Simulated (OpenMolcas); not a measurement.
# Multiconfigurational calculation on Ag2+

Input:

```
&GATEWAY
Coord
1

Ag 0.0 0.0 0.0
Basis=ANO-RCC-VDZP
Group=XYZ
NoMove
AngMom=0.0 0.0 0.0
AMFI
&SEWARD
&RASSCF
FileOrb=start.orb
Symmetry=1
Spin=4
nActEl=9 0 0
Inactive=9 9
Ras2=6 0
CIRoot=20 20 1
SDav=20
CIMx=300
Iter=120 100
PrWF=0.3
OrbListing=Nothing
MaxOrb=0
Atom
>>> COPY $Project.JobIph JOBPRE
&RASSCF
FileOrb=start.orb
Symmetry=1
Spin=2
nActEl=9 0 2
Inactive=9 9
Ras2=6 0
Ras3=0 3
CIRoot=30 30 1
SDav=2212
CIMx=300
Iter=120 100
PrWF=0.3
OrbListing=Nothing
MaxOrb=0
Thrs=2.0e-7 1.0e-1 5.0e-4
Atom
>>> COPY $Project.JobIph JOB001
&RASSCF
FileOrb=start.orb
Symmetry=1
Spin=4
nActEl=9 0 2
Inactive=9 9
Ras2=6 0
Ras3=0 3
CIRoot=32 32 1
SDav=1424
CIMx=300
Iter=120 100
PrWF=0.3
OrbListing=Nothing
MaxOrb=0
Thrs=2.0e-7 1.0e-1 5.0e-4
Atom
CIOnly
>>> COPY $Project.JobIph JOB002
&RASSCF
FileOrb=start.orb
Symmetry=2
Spin=2
nActEl=9 0 2
Inactive=9 9
Ras2=6 0
Ras3=0 3
CIRoot=9 9 1
SDav=630
CIMx=300
Iter=120 100
PrWF=0.3
OrbListing=Nothing
MaxOrb=0
Thrs=2.0e-7 1.0e-1 5.0e-4
Atom
>>> COPY $Project.JobIph JOB003
&RASSCF
FileOrb=start.orb
Symmetry=2
Spin=4
nActEl=9 0 2
Inactive=9 9
Ras2=6 0
Ras3=0 3
CIRoot=102 102 1
SDav=360
CIMx=300
Iter=120 100
PrWF=0.3
OrbListing=Nothing
MaxOrb=0
Thrs=2.0e-7 1.0e-1 5.0e-4
Atom
CIOnly
>>> COPY $Project.JobIph JOB004
&RASSI
NrOfJobIphs=3 29 10 5
1 2 3 4 5 6 7 8 9 10 11 12 13 14 15 16 17 18 19 20 21 22 23 24 25 26 27
28 29
1 2 3 4 5 6 7 8 9 10
1 2 3 4 5
IphNames
JOB001
JOB002
JOB004
EJob
SpinOrbit
DIPRint=1.0
SOCoupling=1000.0
Subsets=2
MEES
Property=10
'ANGMOM' 1 'ANGMOM' 2 'ANGMOM' 3 'MLTPL  1' 1 'MLTPL  1' 2 'MLTPL  1' 3
'AMFI' 1 'AMFI' 2 'AMFI' 3 'MLTPL  2' 6
SOProperty=3
'ANGMOM' 1 'ANGMOM' 2 'ANGMOM' 3
```

Launched by
```bash
OMP_NUM_THREADS=1 MOLCAS_MEM=1689 MOLCAS_PROJECT=a pymolcas a.inp > a.log  # once for each step of the input, in one work folder
```

A driver script runs the steps one by one and writes start.orb anew before each from the orbitals found so far, so a CI-only block uses the converged orbitals of the first block.

Output, cut to the results:

```
--- SEWARD ---
Basis set label: AG.ANO-RCC...6S5P3D1F.

      Electronic valence basis set:
      ------------------
      Associated Effective Charge  47.000000 au
      Associated Actual Charge     47.000000 au
      Nuclear Model: Point charge

      Shell  nPrim  nBasis  Cartesian Spherical Contaminant
         s      21       6        X
         p      18       5        X
         d      13       3                 X
         f       6       1                 X
                  Relativistic Douglas-Kroll-Hess integrals:
                    - DKH order of Hamiltonian: 2
                    - DKH order of Properties : 0
                  Atomic mean-field integrals
--- RASSCF ---
Wave function specifications:
      -----------------------------

      Number of closed shell electrons          36
      Number of electrons in active shells       9
      Max number of holes in RAS1 space          0
      Max nr of electrons in RAS3 space          2
      Number of inactive orbitals               18
      Number of active orbitals                  9
      Number of secondary orbitals              16
      Spin quantum number                      0.5
      State symmetry                             1
Orbital specifications:
      -----------------------

      Symmetry species                           1   2
                                                ag  au
      Frozen orbitals                            0   0
      Inactive orbitals                          9   9
      Active orbitals                            6   3
      RAS1 orbitals                              0   0
      RAS2 orbitals                              6   0
      RAS3 orbitals                              0   3
      Secondary orbitals                         6  10
      Deleted orbitals                           0   0
      Number of basis functions                 21  22
      Number of CSFs                          2212
      Number of root(s) required                30
      Iter CI   SX   CI       RASSCF       Energy    max ROT     max BLB   max BLB  Level Ln srch  Step   QN
          iter iter root      energy       change     param      element    value   shift minimum  type update
 Nr of preliminary CI iterations:   1
      Total energies have been shifted. Add                -5000.00 au
        1   1    6    0  -310.57598610    0.00E+00   1.27E-01*  11  18 1 -4.16E-02*  0.00   0.00    SX    NO
        2   1    6    0  -310.57858885   -2.60E-03*  6.44E-02   11  18 1  2.44E-02*  0.00   0.00    SX    NO
        3   1    5    0  -310.57937731   -7.88E-04*  3.40E-02   11  18 1 -1.45E-02*  0.00   0.00    SX    NO
        4   1    5    0  -310.57963543   -2.58E-04*  1.68E-02    9  10 2  8.75E-03*  0.00   0.00    SX    NO
        5   1    5    0  -310.57972321   -8.78E-05*  5.96E-03    9  10 2 -5.46E-03*  0.00   0.64    QN   YES
        6   1    5    0  -310.57976747   -4.43E-05*  6.34E-03    9  10 2 -2.88E-04   0.00   1.07    QN   YES
        7   1    4    0  -310.57976896   -1.50E-06*  4.18E-03   11  18 1  5.26E-05   0.00   1.67    LS   YES
        8   1    5    0  -310.57976925   -2.86E-07*  1.10E-03   11  18 1  2.30E-04   0.00   1.02    QN   YES
        9   1    4    0  -310.57976935   -1.00E-07   1.62E-04   11  18 1  3.10E-05   0.00   1.15    QN   YES
      Convergence after  9 iterations
       10   1    4    0  -310.57976935   -1.81E-09   1.62E-04    9  10 2 -2.07E-07   0.00   1.15    QN   YES
      Natural orbitals and occupation numbers for root  1
      sym 1:   1.998331   1.997585   1.000340   1.997565   1.998040   0.001770
      sym 2:   0.001861   0.002162   0.002346
      Natural orbitals and occupation numbers for root  2
      sym 1:   1.997760   1.997751   1.998425   1.997710   1.000091   0.001894
      sym 2:   0.001984   0.002406   0.001979
      Natural orbitals and occupation numbers for root  3
      sym 1:   1.000093   1.997777   1.998424   1.997709   1.997735   0.001893
      sym 2:   0.001969   0.001995   0.002405
::    RASSCF root number  1 Total energy:  -5310.87442224
::    RASSCF root number  2 Total energy:  -5310.87442224
::    RASSCF root number  3 Total energy:  -5310.87442224
::    RASSCF root number  4 Total energy:  -5310.87442224
::    RASSCF root number  5 Total energy:  -5310.87442224
::    RASSCF root number  6 Total energy:  -5310.56924773
::    RASSCF root number  7 Total energy:  -5310.56924773
::    RASSCF root number  8 Total energy:  -5310.56924773
...
--- RASSI ---
SPIN-FREE ENERGIES:
  (Shifted by EMIN (a.u.) =      -5310.8744222359)

 SF State       Relative EMIN(au)   Rel lowest level(eV)    D:o, cm**(-1)      L_eff

     1             0.0000000000        0.0000000000              0.0000         2.0
     2             0.0000000000        0.0000000000              0.0000         2.0
     3             0.0000000000        0.0000000000              0.0000         2.0
     4             0.0000000000        0.0000000000              0.0000         2.0
     5             0.0000000000        0.0000000000              0.0000         2.0
    30             0.2719609316        7.4004339531          59688.5252         3.0
    31             0.2719609316        7.4004339531          59688.5252         3.0
    32             0.2719609316        7.4004339531          59688.5252         3.0
    33             0.2719609316        7.4004339531          59688.5252         3.0
    34             0.2719609316        7.4004339531          59688.5252         3.0
    35             0.2719609316        7.4004339531          59688.5252         3.0
    36             0.2719609316        7.4004339531          59688.5252         3.0
     6             0.3051745105        8.3042214763          66978.0632         3.0
     7             0.3051745105        8.3042214763          66978.0632         3.0
     8             0.3051745105        8.3042214763          66978.0632         3.0
     9             0.3051745105        8.3042214763          66978.0632         3.0
    10             0.3051745105        8.3042214763          66978.0632         3.0
    11             0.3051745105        8.3042214763          66978.0632         3.0
    12             0.3051745105        8.3042214763          66978.0632         3.0
    37             0.3402310817        9.2581593761          74672.0912         1.0
    38             0.3402310817        9.2581593761          74672.0912         1.0
...
```

Levels above the lowest, from the spin-orbit matrix, grouped by J:

```csv
Configuration,Term,J,E (cm⁻¹),Measured (cm⁻¹),g,Term weight %,Second
4d⁹,²D,5/2,0.0,0.0,1.200,100,
4d⁹,²D,3/2,4899,4607,0.800,100,
4d⁸ 5s,⁴F,9/2,58556,63250,1.333,99,
4d⁸ 5s,⁴F,7/2,61065,65764,1.229,91,9 ²F
4d⁸ 5s,⁴F,5/2,63460,68145,1.029,96,
4d⁸ 5s,⁴F,3/2,64786,69351,0.426,94,6 ²D
4d⁸ 5s,²F,7/2,67365,71691,1.150,91,9 ⁴F
4d⁸ 5s,²F,5/2,70545,73934,0.962,76,18 ²D
4d⁸ 5s,⁴P,5/2,74256,76406,1.404,66,17 ²F
4d⁸ 5s,²D,3/2,75698,,1.210,46,40 ⁴P
4d⁸ 5s,⁴P,1/2,78234,,2.661,100,
4d⁸ 5s,⁴P,3/2,78363,,1.370,59,34 ²D
4d⁸ 5s,²D,5/2,79905,82231,1.293,64,29 ⁴P
4d⁸ 5s,²P,3/2,84067,,1.261,86,13 ²D
4d⁸ 5s,²G,9/2,84238,85599,1.113,99,
4d⁸ 5s,²G,7/2,84282,85727,0.891,99,
4d⁸ 5s,²P,1/2,85019,,0.675,100,
```

Against the 11 measured excited levels shown (Moore, Atomic Energy Levels, vol. III, NSRDS-NBS 35 (1971 reprint of NBS Circular 467, 1958)) the mean absolute deviation is 3100 cm-1; the largest miss in energy is 4d⁸ 5s ⁴F_7/2: computed 61065, measured 65764 cm⁻¹ (-7.1 %).

Some high roots are left out of the spin-orbit mixing, which shifts the levels that they would mix with. Without dynamic correlation excited terms often stand tens of per cent too high (terms of higher spin than the ground term too low), and those without a measured partner can miss by more than the paired ones. Some levels mix across a computed gap that differs much from the measured one, so their mixing is not that of the real levels. Terms from blocks run as CI alone lack orbitals of their own. A single d shell beside an s shell can misplace configurations of different d count against each other. Computed and measured levels are paired by configuration, term and J; levels that our copy of the source lacks, or whose pairing is in doubt (as where it misses far off the trend of its configuration), stay unpaired and out of the deviations. Only configurations of the active space appear. The first state left out of the spin-orbit step lies near 110000 cm-1 above the lowest spin-free state of the reference (among the parities and spins computed), and the list stops at four fifths of that energy or lower.

The term weight is that of the spin-free term in the level, not the purity of its configuration.
